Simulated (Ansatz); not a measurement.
Isolated molecules relaxed with PBE0-D4/def2-TZVP in Ansatz; ΔE leaves out vibrations. CCSD(T)/CBS adds triple-zeta CCSD(T) − MP2 to the extrapolated MP2 energy (def2 sets, frozen cores). This one scheme is used for every species, atoms too. Functionals use def2-TZVPP. B3LYP here is the variant with VWN-RPA as its local correlation; programs differ in this. Open shells (•) are unrestricted, without spin–orbit coupling. Spin–orbit coupling would lower the free atoms: a little for B, C, F. Each species was taken in one conformer, which may not be the lowest.

Consider the atomization: `F[B-](F)(F)[n+]1ccccc1` → B• + 5 C• + 3 F• + 5 H• + N•.

`F[B-](F)(F)[n+]1ccccc1`:

Z-matrix (Å, degrees):
```
B
F 1 1.372
F 1 1.371 2 114.0
F 1 1.371 2 113.3 3 131.5
N 1 1.658 2 105.1 3 -114.6
C 5 1.333 1 119.7 2 -31.8
C 5 1.333 1 119.8 2 151.3
C 6 1.380 5 121.4 1 -176.8
H 6 1.082 5 115.5 1 3.7
C 7 1.380 5 121.4 1 176.8
H 7 1.082 5 115.5 1 -3.7
C 8 1.386 6 118.8 5 -0.0
H 8 1.082 6 119.7 5 -179.9
H 10 1.082 7 119.7 5 179.9
H 12 1.084 8 120.4 6 -179.9
```

Question: What is ΔE at CCSD(T)/CBS? (Best estimate.)

Answer: Computed: +7230.8 kJ/mol.

Question: What do these levels give: revPBE-D4, B97M-V, r2SCANh-D4, r2SCAN0-D4, BHLYP-D4, CAM-B3LYP-D4, ωB97X-V, r2SCAN, B3LYP, SCS-MP2/def2-TZVPP, CCSD/def2-TZVPP, MP2/def2-QZVPP? (Estimate.)

Answer: Ansatz gave: revPBE-D4 7304.5, B97M-V 7277.3, r2SCANh-D4 7245.4, r2SCAN0-D4 7157.2, BHLYP-D4 6994.0, CAM-B3LYP-D4 7305.4, ωB97X-V 7253.6, r2SCAN 7295.8, B3LYP 7196.1, SCS-MP2/def2-TZVPP 7177.7, CCSD/def2-TZVPP 6911.1, MP2/def2-QZVPP 7424.0 kJ/mol.

Largest T1 diagnostic among the species: 0.014.

In def2-TZVPP, CCSD(T) changes the Hartree–Fock value by +1739.1 kJ/mol (the triples alone add +142.6 kJ/mol) and MP2 by +2005.3 kJ/mol; breaking electron pairs costs correlation energy, which Hartree–Fock lacks. From PBE to PBE0 (25 % exact exchange), in def2-TZVPP and without D4, ΔE moves by −181.1 kJ/mol: exact exchange takes away binding that semilocal exchange gives to molecules. Leaving LDA and LC-ωPBE aside and taking each functional with its dispersion term where it has one, the values, not all of them listed here, spread over 533.7 kJ/mol, from BHLYP-D4 to PBE-D4. LDA lies +980.0 kJ/mol from PBE without D4, its usual overbinding.

For atomizations the MP2-based limit and the directly extrapolated one differ by several kJ/mol either way, and by 10 to 25 for some Ge, Se and Sn compounds, so smaller differences from it don't rank the levels.
